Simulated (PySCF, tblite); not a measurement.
Species: C₈H₁₀P₂.
Atom-mapped SMILES: `[CH3:1][c:2]1[cH:3][p:4][c:5]([CH:6]2[CH2:7][CH2:8]2)[cH:9][p:10]1` (hydrogens: H11, H12, H13 on C1; H14 on C3; H15 on C6; H16, H17 on C7; H18, H19 on C8; H20 on C9)

Structure used (GFN2-xTB), in Å, numbered top down from 1:
```
atom  x, y, z in Å
C1     3.892   -0.230    0.057
C2     2.388   -0.238    0.114
C3     1.705    0.701   -0.623
P4     0.008    0.993   -0.801
C5    -0.720   -0.237    0.221
C6    -2.199   -0.250    0.292
C7    -2.970    1.041    0.211
C8    -3.014    0.085   -0.930
C9    -0.031   -1.180    0.950
P10    1.670   -1.469    1.125
H11    4.236   -0.448   -0.954
H12    4.283    0.747    0.340
H13    4.305   -0.979    0.732
H14    2.312    1.394   -1.203
H15   -2.601   -1.015    0.948
H16   -3.846    1.151    0.834
H17   -2.399    1.951    0.088
H18   -2.471    0.343   -1.828
H19   -3.919   -0.476   -1.107
H20   -0.634   -1.876    1.531
```

The calculation used PBE0/pcSseg-1 in PySCF (dipole) on a GFN2-xTB geometry, gas phase.

Masses are those of the commonest isotopes; rigid-rotor values at the optimised geometry. The values belong to one conformer with, in the numbering `[CH3:1][c:2]1[cH:3][p:4][c:5]([CH:6]2[CH2:7][CH2:8]2)[cH:9][p:10]1`, P4–C5–C6–C7 -34°.

Give the principal moments of inertia and the rotational constants in GHz.

Ia = 216.70, Ib = 801.58, Ic = 975.78 u·Å²; 505379 MHz·u·Å²/I gives 2332, 630.5 and 517.9 MHz, that is A = 2.3322, B = 0.6305, C = 0.5179 GHz.

Classify the top.

An asymmetric top; Ray's κ = -0.876.

Is it planar, by Δ = Ic − Ia − Ib?

Not planar: Δ = Ic − Ia − Ib = -42.50 u·Å². For a rigid frame Δ = −2 Σ m c², so Σ m c² = 21.25 u·Å² lies off the ab plane: 7.95 from hydrogen and 13.30 from heavier atoms. The atom farthest from that plane is 1.27 Å away.

Give the other two planar moments, Paa and Pbb, and the rms extents of the mass along the axes.

Paa = Σ m a² = (Ib + Ic − Ia)/2 = 780.33 and Pbb = Σ m b² = (Ia + Ic − Ib)/2 = 195.45 u·Å². With the mass M = 168.03 u, the rms extents √(P/M) along a, b and c are 2.16, 1.08, 0.36 Å.

Where do the levels up to J = 4 lie, in K?

Above 0(0,0), as E/k:
J = 1: 1(0,1) 0.055, 1(1,1) 0.137, 1(1,0) 0.142
J = 2: 2(0,2) 0.165, 2(1,2) 0.242, 2(1,1) 0.258, 2(2,1) 0.503, 2(2,0) 0.503
J = 3: 3(0,3) 0.329, 3(1,3) 0.399, 3(1,2) 0.431, 3(2,2) 0.668, 3(2,1) 0.669, 3(3,1) 1.090, 3(3,0) 1.090
J = 4: 4(0,4) 0.547, 4(1,4) 0.608, 4(1,3) 0.662, 4(2,3) 0.888, 4(2,2) 0.892, 4(3,2) 1.311, 4(3,1) 1.311, 4(4,1) 1.901, 4(4,0) 1.901
Those of J = 1 are B + C, A + C and A + B.

Which types of transition are allowed, and where do some lines up to J = 4 fall?

The dipole components are |μa| = 0.45 D, |μb| = 0.10 D, |μc| = 0.01 D. Intensities carry the squares of the components, which stand as 1.00 : 0.05 : 0.00 (a : b : c). Some lines, for components of 0.1 D or more:

| type | branch | J(Ka,Kc) | MHz | lower level (cm⁻¹) |
| --- | --- | --- | --- | --- |
| a | Q | 2(1,1) ← 2(1,2) | 338 | 0.168 |
| a | Q | 3(1,2) ← 3(1,3) | 675 | 0.277 |
| a | Q | 4(1,3) ← 4(1,4) | 1124 | 0.422 |
| a | R | 1(0,1) ← 0(0,0) | 1148 | 0.000 |
| a | R | 2(1,2) ← 1(1,1) | 2184 | 0.095 |
| a | R | 2(0,2) ← 1(0,1) | 2291 | 0.038 |
| a | R | 2(1,1) ← 1(1,0) | 2409 | 0.099 |
| a | R | 3(1,3) ← 2(1,2) | 3273 | 0.168 |
| a | R | 3(0,3) ← 2(0,2) | 3424 | 0.115 |
| a | R | 3(2,2) ← 2(2,1) | 3445 | 0.349 |
| a | R | 3(2,1) ← 2(2,0) | 3467 | 0.350 |
| a | R | 3(1,2) ← 2(1,1) | 3611 | 0.179 |
| a | R | 4(1,4) ← 3(1,3) | 4358 | 0.277 |
| a | R | 4(0,4) ← 3(0,3) | 4540 | 0.229 |
| a | R | 4(2,3) ← 3(2,2) | 4589 | 0.464 |
| a | R | 4(3,2) ← 3(3,1) | 4604 | 0.758 |
| a | R | 4(3,1) ← 3(3,0) | 4605 | 0.758 |
| a | R | 4(2,2) ← 3(2,1) | 4643 | 0.465 |
| a | R | 4(1,3) ← 3(1,2) | 4807 | 0.300 |

Its GFN2-xTB frequencies are all real (lowest 47 cm⁻¹). Constants of a rigid frame at the computed geometry: no zero-point averaging, no centrifugal distortion. A rigid rotor knows nothing of internal rotation, which can split or shift real lines.
